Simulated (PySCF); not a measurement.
First SCF of a structure search on singlet BeF2, at a hand-made linear geometry. PySCF input:

```python
from pyscf import gto, scf, dft
mol = gto.M(atom='''
Be     0.000000     0.000000     0.000000
F      0.000000     0.000000     1.660000
F      0.000000     0.000000    -1.660000''',
    basis={'Be': 'def2-TZVP', 'F': 'def2-TZVP'},
    charge=0, spin=0)
mf = dft.RKS(mol, xc='PBE')
mf.grids.atom_grid = (50, 194)
aux = {'Be': 'def2-universal-JKFIT', 'F': 'def2-universal-JKFIT'}
mf = mf.density_fit(auxbasis=aux)
mf.conv_tol = 1e-08
mf.diis_space = 10
mf.max_cycle = 60
mf.init_guess = 'minao'
mf.verbose = 4
mf.kernel()
```

Excerpt of the output (cycles and frontier levels):

```
init E= -214.246945907854
  HOMO = -0.447372866432188  LUMO = -0.110405336413379  gap/eV = 9.16935
cycle= 1 E= -214.248685185368  delta_E= -0.00174  |g|= 0.922  |ddm|= 1.46
  HOMO = -0.152750752126762  LUMO = -0.0544226436147355  gap/eV = 2.67564
cycle= 2 E= -212.612929856472  delta_E= 1.64  |g|= 3.17  |ddm|= 1.81
  HOMO = -0.330460290041078  LUMO = -0.0860281816333616  gap/eV = 6.65134
cycle= 3 E= -214.402343242661  delta_E= -1.79  |g|= 0.0522  |ddm|= 1.43
  HOMO = -0.329561816593645  LUMO = -0.0978184917648761  gap/eV = 6.30606
cycle= 4 E= -214.402668461741  delta_E= -0.000325  |g|= 0.0517  |ddm|= 0.0984
  HOMO = -0.33090647597845  LUMO = -0.0963832409984351  gap/eV = 6.38170
cycle= 5 E= -214.403168469217  delta_E= -0.0005  |g|= 0.0123  |ddm|= 0.0332
  HOMO = -0.332083354083691  LUMO = -0.0968392449406213  gap/eV = 6.40132
cycle= 6 E= -214.403192663539  delta_E= -2.42e-05  |g|= 0.00159  |ddm|= 0.00466
  HOMO = -0.332230365578717  LUMO = -0.0968802185466392  gap/eV = 6.40420
cycle= 7 E= -214.403193052231  delta_E= -3.89e-07  |g|= 0.000217  |ddm|= 0.000554
  HOMO = -0.332243803600323  LUMO = -0.0968757300381081  gap/eV = 6.40469
cycle= 8 E= -214.40319306043  delta_E= -8.2e-09  |g|= 7.36e-06  |ddm|= 0.000104
  HOMO = -0.332245995389303  LUMO = -0.0968761549176033  gap/eV = 6.40474
Extra cycle  E= -214.403193060406  delta_E= 2.47e-11  |g|= 1.49e-05  |ddm|= 9.8e-06
converged SCF energy = -214.403193060406
```

No lower solution of this spin was found by a stability analysis within the restricted form, which does not test spin polarisation.

The search for the lowest solution, with the stability check, took 1.3 s on 2 threads of a shared Arm Neoverse V2 host, with 81 basis functions; the process peaked at 0.26 GiB. Launch command: `OMP_NUM_THREADS=2 python axn.py task.json out`.
